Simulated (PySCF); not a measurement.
PySCF input (M06-2X/6-311+G**):

```python
from pyscf import gto, dft

mol = gto.M(
    atom='''
    Cl   -0.00000000   -0.00000000   -1.35530721
    Cl    0.00000000    0.00000000    1.35530721
    ''',
    basis='6-311+g**',
    charge=-1,
    spin=1,
    symmetry='D2h',
    verbose=4,
)

mf = dft.UKS(mol, xc='m062x')
mf.grids.level = 4
mf.conv_tol = 1e-9
mf.max_cycle = 100
mf.max_memory = 1500
mf.kernel()
if not mf.converged:
    mf = mf.newton()
    mf.kernel(mf.make_rdm1())
mf.dip_moment()
```

Output:

```
PySCF version 2.14.0

[INPUT] verbose = 4
[INPUT] num. atoms = 2
[INPUT] num. electrons = 35
[INPUT] charge = -1
[INPUT] spin (= nelec alpha-beta = 2S) = 1
[INPUT] symmetry D2h subgroup None
[INPUT] Mole.unit = angstrom
[INPUT] Symbol           X                Y                Z      unit          X                Y                Z       unit  Magmom
[INPUT]  1 Cl     0.000000000000   0.000000000000  -1.355307210000 AA    0.000000000000   0.000000000000  -2.561159441548 Bohr   0.0
[INPUT]  2 Cl     0.000000000000   0.000000000000   1.355307210000 AA    0.000000000000   0.000000000000   2.561159441548 Bohr   0.0

nuclear repulsion = 56.4197596041269
point group symmetry = Dooh, use subgroup D2h
symmetry origin: [0. 0. 0.]
symmetry axis x: [1. 0. 0.]
symmetry axis y: [0. 1. 0.]
symmetry axis z: [0. 0. 1.]
num. orbitals of irrep Ag = 15
num. orbitals of irrep B1g = 1
num. orbitals of irrep B2g = 7
num. orbitals of irrep B3g = 7
num. orbitals of irrep Au = 1
num. orbitals of irrep B1u = 15
num. orbitals of irrep B2u = 7
num. orbitals of irrep B3u = 7
number of shells = 28
number of NR pGTOs = 104
number of NR cGTOs = 60
basis = 6-311+g**
ecp = {}

******** <class 'pyscf.dft.uks_symm.SymAdaptedUKS'> ********
method = SymAdaptedUKS
initial guess = minao
damping factor = 0
level_shift factor = 0
DIIS = <class 'pyscf.scf.diis.CDIIS'>
diis_start_cycle = 1
diis_space = 8
diis_damp = 0
SCF conv_tol = 1e-09
SCF conv_tol_grad = None
SCF max_cycles = 100
direct_scf = True
direct_scf_tol = 1e-13
number electrons alpha = 18  beta = 17
XC library pyscf.dft.libxc version 7.1.2
    S. Lehtola, C. Steigemann, M. J. T. Oliveira, and M. A. L. Marques,  SoftwareX 7, 1–5 (2018)
XC functionals = m062x
    Y. Zhao and D. G. Truhlar,  Theor. Chem. Acc. 120, 215 (2008)
    Y. Zhao and D. G. Truhlar,  Theor. Chem. Acc. 120, 215 (2008)
radial grids:
    Treutler-Ahlrichs [JCP 102, 346 (1995); DOI:10.1063/1.469408] (M4) radial grids

becke partition: Becke, JCP 88, 2547 (1988); DOI:10.1063/1.454033
pruning grids: <function nwchem_prune>
grids dens level: 4
symmetrized grids: D2h
atomic radii adjust function: <function treutler_atomic_radii_adjust>
small_rho_cutoff = 0
Freeze 0 electrons in irreps []
    35 free electrons in irreps Ag B1g B2g B3g Au B1u B2u B3u
Set gradient conv threshold to 3.16228e-05
tot grids = 57384
init E= -920.048369398769
alpha HOMO (B1u) = -0.318430167851346  LUMO (Ag) = 0.0457807133398727
beta  HOMO (B2g) = -0.378816731922958  LUMO (B1u) = -0.318430167851346

WARN: HOMO -0.318430167851346 >= LUMO -0.318430167851346

WARN: alpha-B1u HOMO -0.318430167851346 > system LUMO -0.318430167851346

WARN: beta-B1u LUMO -0.318430167851346 < system HOMO -0.318430167851346

cycle= 1 E= -920.425259265309  delta_E= -0.377  |g|= 0.195  |ddm|= 0.839
alpha HOMO (B1u) = -0.0693659627724799  LUMO (B1u) = 0.206952912950273
beta  HOMO (B3g) = -0.0866526092901303  LUMO (B1u) = 0.108780029959524
  HOMO = -0.0693659627725  LUMO = 0.10878002996  gap/eV = 4.84760
cycle= 2 E= -920.443383069222  delta_E= -0.0181  |g|= 0.146  |ddm|= 0.438
alpha HOMO (B1u) = -0.124022144010411  LUMO (B1u) = 0.204733050854406
beta  HOMO (B2g) = -0.135421856835368  LUMO (B1u) = 0.0628277228479249
  HOMO = -0.12402214401  LUMO = 0.0628277228479  gap/eV = 5.08444
cycle= 3 E= -920.452819442724  delta_E= -0.00944  |g|= 0.00924  |ddm|= 0.158
alpha HOMO (B1u) = -0.129789545568485  LUMO (B1u) = 0.204849943681272
beta  HOMO (B2g) = -0.139427691386842  LUMO (B1u) = 0.0600694416707211
  HOMO = -0.129789545568  LUMO = 0.0600694416707  gap/eV = 5.16633
cycle= 4 E= -920.452865337661  delta_E= -4.59e-05  |g|= 0.00217  |ddm|= 0.0156
alpha HOMO (B1u) = -0.130841884375286  LUMO (B1u) = 0.204950010144863
beta  HOMO (B2g) = -0.139774453080963  LUMO (B1u) = 0.0599286117846839
  HOMO = -0.130841884375  LUMO = 0.0599286117847  gap/eV = 5.19113
cycle= 5 E= -920.452870550199  delta_E= -5.21e-06  |g|= 0.000781  |ddm|= 0.0067
alpha HOMO (B1u) = -0.130876766423  LUMO (B1u) = 0.204896274588551
beta  HOMO (B3g) = -0.139681211800148  LUMO (B1u) = 0.0600490635503393
  HOMO = -0.130876766423  LUMO = 0.0600490635503  gap/eV = 5.19536
cycle= 6 E= -920.452871051841  delta_E= -5.02e-07  |g|= 0.000217  |ddm|= 0.00127
alpha HOMO (B1u) = -0.130881609156461  LUMO (B1u) = 0.204885648754185
beta  HOMO (B2g) = -0.139624775679158  LUMO (B1u) = 0.0600950973167321
  HOMO = -0.130881609156  LUMO = 0.0600950973167  gap/eV = 5.19674
cycle= 7 E= -920.452871103272  delta_E= -5.14e-08  |g|= 2.31e-05  |ddm|= 0.000703
alpha HOMO (B1u) = -0.130877569067536  LUMO (B1u) = 0.204883200687331
beta  HOMO (B3g) = -0.139617393714417  LUMO (B1u) = 0.0601006271773904
  HOMO = -0.130877569068  LUMO = 0.0601006271774  gap/eV = 5.19678
cycle= 8 E= -920.452871104062  delta_E= -7.91e-10  |g|= 2.32e-06  |ddm|= 7.11e-05
alpha HOMO (B1u) = -0.130878152812073  LUMO (B1u) = 0.204883199315884
beta  HOMO (B3g) = -0.139618209304649  LUMO (B1u) = 0.0600995865172267
  HOMO = -0.130878152812  LUMO = 0.0600995865172  gap/eV = 5.19677
Extra cycle  E= -920.452871104068  delta_E= -6.03e-12  |g|= 1.08e-06  |ddm|= 6.78e-06
converged SCF energy = -920.452871104068  <S^2> = 0.75427203  2S+1 = 2.0042675

WARN: System has nonzero charge -1; the dipole moment is origin-dependent.
Location of origin: [0. 0. 0.]

Dipole moment(X, Y, Z, Debye):  0.00000,  0.00000,  0.00000
```

The dipole moment of an ion depends on the origin.

The geometry given is a B3LYP-D3(BJ)/def2-TZVP minimum.
